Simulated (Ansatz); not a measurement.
The cluster Sn3. The state is a triplet with charge 0. Geometry B3LYP-D4/def2-SVP, that of the charge +1 doublet; atoms count from 1.

```csv
atom,x (Å),y (Å),z (Å)
Sn1,0.547,0.762,-1.820
Sn2,0.879,0.433,0.965
Sn3,-1.425,-1.196,0.855
```

In the def2 sets Sn takes a core potential; there is no spin–orbit coupling. At PBE0-D4/def2-TZVP a singlet of charge 0 lies 0.49 eV below the triplet at the same geometry. The structure comes from a short search, and lower isomers may exist.

Problem. Estimate the Mulliken populations from the PBE0/def2-TZVP orbitals of Ansatz.

Solution. 
| atom | charge (e) | spin (α − β) |
| --- | --- | --- |
| Sn1 | 0.05 | 0.74 |
| Sn2 | -0.10 | 0.52 |
| Sn3 | 0.05 | 0.74 |
Mulliken values and Mayer orders depend strongly on the basis.

Problem. Where does the spin sit?

Solution. Summed by element: Sn 2.00, of 2 unpaired in all. Largest on single atoms: Sn1 0.74, Sn3 0.74, Sn2 0.52.

Problem. And the Mayer bond orders between bonded heavy atoms (over 0.3)?

Solution. Sn1–Sn2 1.29 (2.82 Å); Sn2–Sn3 1.29 (2.82 Å). Values over 0.3 also appear between atoms too far apart for a bond (Sn1–Sn3 0.80 at 3.86 Å); they arise where an orbital or an unpaired electron spreads over both atoms.
